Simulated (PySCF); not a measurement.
Compound: C7H11ClO3.
Numbering: `[CH3:1][O:2][C@:3]1([CH2:4][Cl:5])[CH2:6][C:7](=[O:8])[CH2:9][CH2:10][O:11]1`

NICS is the negative of the GIAO shielding at a point without a nucleus: at the ring centre (0) and 1 Å above and below it (1); zz is the component along the ring normal. Level: GIAO PBE0/pcSseg-1 (PySCF, non-relativistic, gas phase) on the GFN2-xTB geometry, one conformer.

Ring bond lengths (Å), with Mayer bond orders in brackets: C3–C6 1.544 (0.95), C6–C7 1.513 (0.97), C7–C9 1.512 (0.99), C9–C10 1.533 (1.03), C10–O11 1.415 (0.90), O11–C3 1.412 (0.94).

Question: What do the NICS probes read (ppm)?

Answer: 
```json
{"ring": "C3–C6–C7–C9–C10–O11", "type": "6-membered ring with O; formal bonds all single", "NICS(0)": "-1.2", "NICS(1), two faces": "-0.8 / -2.5", "NICS(1)zz, two faces": "3.1 / -0.2", "rms pucker (Å)": "0.23", "centre to ring atoms, mean (Å)": "1.44"}
```

Question: What do they say, and how far can they be read as aromaticity?

Answer: 
- C3–C6–C7–C9–C10–O11: mean NICS(1)zz 1.4 ppm, near zero. C3, C6, C9, C10 have four or more neighbours, so the value isn't read as a sign of a π ring current. The two faces differ by 3.3 ppm, so no symmetry operation interchanges them.

Question: List the ring angles and the Hirshfeld charges of the ring atoms.

Answer: 
- C3–C6–C7–C9–C10–O11: C3 111.6° (+0.145 e), C6 110.4° (-0.101 e), C7 112.3° (+0.165 e), C9 108.1° (-0.087 e), C10 111.3° (+0.004 e), O11 113.4° (-0.136 e); sum 667.1° against 720° for a flat convex ring.
